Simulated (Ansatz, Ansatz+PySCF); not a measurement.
```yaml
atoms:
  - { symbol: H, position_ang: [0.0000, 0.3200, -1.2696] }
  - { symbol: P, position_ang: [0.0000, -0.6527, -0.0050] }
  - { symbol: O, position_ang: [0.0000, 0.3327, 1.2746] }
```

Basis set: def2-SVP (spherical functions). Frozen core: 6 orbitals. Charge 0, multiplicity 1.

Computed with Ansatz (development build ahead of 0.2.0); each method stands on the lowest determinant of its kind that the runs found. Restricted open shells among the atoms or ions are ROHF, correlated in semicanonical orbitals with singles.

Question: Give the atomization energy at this shape (free ground-state atoms in the same class of orbitals less the molecule, no zero-point energy) of singlet PHO by RHF-CCSD(T), UHF-CCSD(T), RHF-MP2, UHF-MP2, RHF, UHF.

Answer:

| method | atomization energy |
| --- | --- |
| RHF-CCSD(T) | 7.43 eV |
| UHF-CCSD(T) | 7.37 eV |
| RHF-MP2 | 7.66 eV |
| UHF-MP2 | 6.46 eV |
| RHF | 3.48 eV |
| UHF | 3.81 eV |

Caution: the shape is not the minimum. Caution for RHF-CCSD(T), RHF-MP2, RHF: an unrestricted determinant lies well below. Caution for UHF-CCSD(T), UHF-MP2: a plain start can end on a higher determinant. Caution for UHF-CCSD(T): another reference gives a lower total. Caution for UHF-CCSD(T), UHF-MP2, UHF: the unrestricted determinant is spin contaminated.
